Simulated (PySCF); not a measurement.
A side-by-side comparison of computed properties.

First species: C4H9FSSi.
SMILES: `[C@@H]1(CC[SiH3])[C@H](F)S1`

Second species: C₃H₃FOS.
SMILES: `FC1=COCS1`

Levels: PBE0/def2-SVPD for dipole moment, HOMO energy, LUMO energy, HOMO–LUMO gap, static isotropic polarisability and electronic spatial extent ⟨r²⟩ about the centre of nuclear charge; TDDFT PBE0/def2-SVPD for lowest singlet excitation; TDA PBE0/def2-SVPD for lowest triplet excitation (Tamm–Dancoff); GFN2-xTB for rotational constant A and rotational constant C. Geometries: GFN2-xTB. Each structure is a single optimised conformer of the isolated species, non-relativistic unless stated; the electronic structure was computed with PySCF and density fitting.

The conformers computed, where there is a choice (atom-mapped SMILES and torsion angles):
- `[F:1][C@@H:2]1[S:3][C@@H:4]1[CH2:5][CH2:6][SiH3:7]`: S3–C4–C5–C6 -161°, C4–C5–C6–Si7 -179°

Values for the first species:

* Dipole moment: 2.07 D
* HOMO energy: -7.04 eV
* LUMO energy: -0.20 eV
* HOMO–LUMO gap: 6.84 eV
* Lowest singlet excitation: 5.11 eV
* Lowest triplet excitation (Tamm–Dancoff): 4.65 eV
* Static isotropic polarisability: 96.3 au
* Electronic spatial extent ⟨r²⟩ about the centre of nuclear charge: 1621 bohr²
* Rotational constant A: 4.000 GHz
* Rotational constant C: 0.688 GHz

**Question.** Estimate the same properties for the second species, and the change in each.

**Answer.** 
```json
{"property": "dipole moment", "first": "2.07 D", "second": "1.53 D", "second less first": "-0.54 D"}
{"property": "HOMO energy", "first": "-7.04 eV", "second": "-5.88 eV", "second less first": "+1.16 eV"}
{"property": "LUMO energy", "first": "-0.20 eV", "second": "-0.38 eV", "second less first": "-0.18 eV"}
{"property": "HOMO–LUMO gap", "first": "6.84 eV", "second": "5.50 eV", "second less first": "-1.34 eV"}
{"property": "lowest singlet excitation", "first": "5.11 eV", "second": "3.91 eV", "second less first": "-1.20 eV"}
{"property": "lowest triplet excitation (Tamm–Dancoff)", "first": "4.65 eV", "second": "3.55 eV", "second less first": "-1.10 eV"}
{"property": "static isotropic polarisability", "first": "96.3 au", "second": "56.7 au", "second less first": "-39.6 au"}
{"property": "electronic spatial extent ⟨r²⟩ about the centre of nuclear charge", "first": "1621 bohr²", "second": "592 bohr²", "second less first": "-1029 bohr²"}
{"property": "rotational constant A", "first": "4.000 GHz", "second": "4.916 GHz", "second less first": "+0.916 GHz"}
{"property": "rotational constant C", "first": "0.688 GHz", "second": "1.901 GHz", "second less first": "+1.213 GHz"}
```

On the first: The polarisability is 14.27 Å³ as a volume (1 au = 0.148185 Å³), or 1.34 au for each of the 72 electrons. The principal polarisabilities are 80.8, 86.7 and 121.4 au; their mean is the isotropic value.

On the second: In atomic units the dipole is 0.60 e·bohr (1 au = 2.5417 D). S1 lies 1.59 eV below the HOMO–LUMO gap; its leading configuration is HOMO→LUMO, weight 0.98.
